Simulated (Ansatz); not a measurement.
Pt₂H₄ (the lowest singlet isomer of a short search) was relaxed with B3LYP-D4 (def2-TZVP) in Ansatz in these states: charge +1 doublet, neutral quintet, neutral singlet, neutral triplet. The geometries follow in no particular order.

In the def2 sets Pt takes a core potential; there is no spin–orbit coupling.

A:

Cartesian coordinates in Å:
```
Pt 1.5084 0.5708 0.0821
Pt -0.9116 -0.2109 0.0018
H 0.0872 1.4791 0.2748
H -1.4096 -0.0706 -1.4308
H 2.2677 -0.1410 1.2769
H -1.5420 -1.6273 -0.2048
```

B:

```xyz
6

Pt   -0.544   -0.577    0.978
Pt    0.477    0.571   -1.014
H    -1.625   -1.433    0.110
H    -0.936    1.168   -1.563
H     0.840   -0.910    1.760
H     1.787    1.181   -0.271
```

C:

```csv
atom,x (Å),y (Å),z (Å)
Pt1,-0.8180,-0.3932,-0.9432
Pt2,0.8165,0.3927,0.9442
H3,-2.0410,0.4004,-0.4997
H4,0.6392,-0.7972,1.8797
H5,-0.6372,0.7954,-1.8796
H6,2.0406,-0.3981,0.4985
```

D:

```xyz
6

Pt    0.119    0.664    1.104
Pt   -0.122   -0.663   -1.102
H    -0.324   -0.402    2.089
H    -1.182   -0.880   -2.203
H     1.183    0.882    2.200
H     0.326    0.400   -2.087
```

**Question.** Judge from the bond lengths which geometry belongs to which state (an estimate).

**Answer.** A is the neutral triplet (Pt1–H3 1.698 Å, Pt2–H6 1.564 Å, Pt2–H4 1.523 Å); B is the neutral quintet (Pt1–H3 1.629 Å, Pt2–H6 1.625 Å, Pt2–H4 1.630 Å); C is the charge +1 doublet (Pt1–H3 1.524 Å, Pt2–H6 1.524 Å, Pt2–H4 1.524 Å); D is the neutral singlet (Pt1–H3 1.517 Å, Pt2–H6 1.517 Å, Pt2–H4 1.544 Å).

At PBE0-D4/def2-TZVP a singlet lies 1.00 eV below the neutral triplet. At PBE0-D4/def2-TZVP a singlet lies 3.47 eV below the neutral quintet. These are the stationary points nearest to one start from a short search; other shapes may lie lower in each state.
